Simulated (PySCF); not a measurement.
# Reading the logs of faulty runs: AlBGeH8Si

These are calculations, not measurements. The program is PySCF 2.14.0, an open-source quantum chemistry code, run on an isolated molecule that a program drew, which may never have been made. The molecule is AlBGeH8Si (charge 0, singlet), drawn as the SMILES string `[AlH2][BH][GeH2][SiH3]`.

Each row is a Hartree-Fock (HF) and frozen-core CCSD(T) single point in the cc-pV(D+d)Z basis, meant for a local HF minimum. Run 1 is clean. Each other run has one planted mistake out of seven kinds, and not every kind appears here: one electron removed, one electron added, multiplicity raised by two, geometry at a saddle point, minimal basis STO-3G, one bond length entered in bohr, all coordinates scaled. The reference is restricted for singlets and unrestricted otherwise, and also for a bond in bohr. Adding or removing an electron swaps singlet and doublet. Electrons count all cores. HOMO and LUMO are orbital energies over both spins, the gradient is its largest component, and the lowest frequency (negative if imaginary) is given only where the gradient is small. Bond lengths are over the 11 bonds as drawn. T1 is the CCSD diagnostic: over 0.02 (restricted) or 0.045 (unrestricted) a single reference is doubtful. Germanium has the cc-pVDZ-PP basis, with a core potential (ECP10MDF) in place of its 10 inner electrons, and its 3s, 3p and 3d shells are frozen in CCSD(T).

Geometry of the clean run:
```xyz
12
AlBGeH8Si, angstrom
Al   -2.7491    0.3084    0.4958
B    -0.9880    0.9729   -0.5275
Ge    0.8230   -0.0686   -0.6207
Si    2.4285    0.9234    0.8871
H    -2.9462    0.5948    2.0434
H    -3.8684   -0.5078   -0.2765
H    -0.9535    2.0369   -1.0911
H     0.6838   -1.5543   -0.2365
H     1.4196   -0.0273   -2.0384
H     3.7107    0.1825    0.8321
H     1.9170    0.8855    2.2789
H     2.6739    2.3372    0.5147
```

```
run,electrons,basis functions,<S^2>,HOMO (eV),LUMO (eV),gradient (hartree/bohr),lowest frequency (cm^-1),mean bond (Å),longest bond (Å),T1,HF (hartree),CCSD(T) (hartree),mistake
1,72,123,0.000,-9.55,0.85,1.2e-05,27,1.6867,2.416,0.0140,-853.51989,-853.95512,no fault
2,72,123,0.000,-9.48,0.80,1.3e-02,-,1.7288,2.476,0.0141,-853.51449,-853.95103,all coordinates scaled
3,72,123,2.020,-7.65,-1.07,2.2e-02,-,1.6867,2.416,0.0204,-853.44293,-853.87084,multiplicity raised by two
4,71,123,0.777,-15.15,-7.14,3.9e-02,-,1.6867,2.416,0.0234,-853.21352,-853.62861,?
```

**Which mistake was planted in run 4, and what did it cost?**

It counts 71 electrons, one fewer than the clean run, at the same geometry and basis. So the mistake is: one electron removed. Subtracting run 1 and multiplying by 627.51 kcal/mol a hartree, the energy moved by 192.3 kcal/mol in HF and 204.9 kcal/mol in CCSD(T).

